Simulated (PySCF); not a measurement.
# Predicted spectroscopic data

PySCF 2.14 calculation with geometry: GFN2-xTB and NMR shieldings at PBE0/pcSseg-1/GIAO; fast rotation and ring inversion assumed for equivalent nuclei, no solvent, non-relativistic Hamiltonian, single conformer.

δ = σ(ref) − σ, references computed at the same level: 1H, 13C against TMS. Where no couplings were computed, multiplicities follow the n + 1 count of equivalent neighbours, and m marks all less simple cases (inequivalent or close neighbours, rings, F or P nearby). Acid and N–H amide carbonyl carbons lie up to 10 ppm further downfield in solution (hydrogen bonding). Shifts are as computed. Against solution values, carbons near 30 ppm lie about +3 ppm off and those near 130 ppm about +5 ppm. Of 1211 compounds with measured shifts, 218 miss one by over three times the rms of a fit or turn the order of signals round; such compounds aren't used in these exercises. OH and NH positions are gas-phase values without hydrogen bonding to other molecules.

**1.** SMILES O=C(O)C#CC1CC1, C6H6O2. 1H NMR (600 MHz, computed): δ 6.12 (br s, 1H), 1.45 (m, 1H), 0.98 (m, 2H), 0.95 (m, 2H). 13C{1H} NMR (computed): δ 158.1 (C), 104.1 (C), 74.1 (C), 13.1 (CH2), 2.3 (CH).

**2.** SMILES C/C(C=C)=N/[C@@H]([SiH3])C#N, C6H10N2Si. 1H NMR (600 MHz, computed): δ 7.61 (m, 1H), 6.11 (m, 1H), 5.95 (m, 1H), 5.15 (q, 1H), 4.05 (d, 3H), 2.28 (s, 3H). 13C{1H} NMR (computed): δ 170.2 (C), 135.6 (CH), 131.0 (CH2), 124.4 (C), 36.0 (CH), 27.6 (CH3).

**3.** `C/C=C/COC`, C5H10O. 1H NMR (600 MHz, computed): δ 6.15 (m, 1H), 5.62 (m, 1H), 3.98 (d, 2H), 3.57 (s, 3H), 1.85 (d, 3H). 13C{1H} NMR (computed): δ 133.2 (CH), 131.9 (CH), 77.1 (CH2), 61.3 (CH3), 22.0 (CH3).
